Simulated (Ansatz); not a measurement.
Input file for Ansatz (a program for electronic structure): R-BLYP/def2-TZVPP on CH8GeSi (SMILES C[SiH2][GeH3]), a point of a torsion scan.

Ansatz 0.2 input:
```yaml
crystal:
  periodic: [false, false, false]
  atoms:
    - {symbol: C, position_ang: [-1.57593023, 0.69646645, -0.13316781]}
    - {symbol: Si, position_ang: [-0.33240572, -0.72906878, 0.01824743]}
    - {symbol: Ge, position_ang: [-1.45733756, -2.77282990, -0.16296909]}
    - {symbol: H, position_ang: [-2.32773744, 0.64295234, 0.65025149]}
    - {symbol: H, position_ang: [-1.08697036, 1.66286480, -0.05685724]}
    - {symbol: H, position_ang: [-2.09406471, 0.66212943, -1.08825480]}
    - {symbol: H, position_ang: [0.67687965, -0.61278132, -1.04101842]}
    - {symbol: H, position_ang: [0.35458654, -0.64360264, 1.31247538]}
    - {symbol: H, position_ang: [-2.59170035, -2.98197701, 0.79877347]}
    - {symbol: H, position_ang: [-2.10236273, -3.04916305, -1.49055858]}
    - {symbol: H, position_ang: [-0.61183564, -3.99309436, 0.05353164]}
basis:
  gaussian:
    orbitals: def2-TZVPP
hamiltonian:
  xc: {name: BLYP}
scf: {lower_state_search: off}
```

The head of its log:

```
WARN ansatz: RAYON_NUM_THREADS=1 ignored (pool sized by the plan → 1); use --threads N
Functional definition: BLYP
these checks for a lower state are left out or cut short: stability, starts, cluster_reference, orbital_swaps, neighbouring_geometries, increment
integrals: 0.16 GiB planned
1298 factors; their error is unknown
mean field: 1.05 GiB planned
mean field evaluation 1: about -65554.2121 eV, gradient 6.9e1 eV
mean field evaluation 2: about -65538.8136 eV, gradient 9.4e1 eV
```

**Question.** What total energy does the run end on?

**Answer.** -2409.4459 hartree.
